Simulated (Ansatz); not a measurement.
```xyz
5

F    -1.918    1.005    1.155
In   -0.288    0.268    0.417
S    -0.395   -0.725   -1.712
Br    1.687    0.481    1.831
H     0.915   -1.030   -1.691
```

Total charge 0; spin multiplicity 1. In takes the def2 core potential.

(1) List the r2SCAN/def2-TZVPP orbital energies in eV (the Gaussian-basis code of Ansatz). (Best estimate.)

Answers

(1) The calculation gave: Occupied: -13122.26, -2410.05, -1695.48, -1526.24, -1526.18, -1526.17, -665.01, -235.12, -214.46, -175.35, -175.15, -175.13, -158.52, -158.47, -158.33, -126.92, -83.63, -83.41, -83.34, -69.18, -69.13, -69.11, -68.97, -68.97, -29.42, -21.36, -21.14, -20.80, -20.75, -20.59, -19.58, -18.99, -11.80, -10.85, -9.57, -9.37, -9.29, -8.49, -8.08, -7.83, -7.40. Lowest empty: -3.25, -1.95, -0.57, 0.12, 1.07, 1.91, 2.28, 2.71.
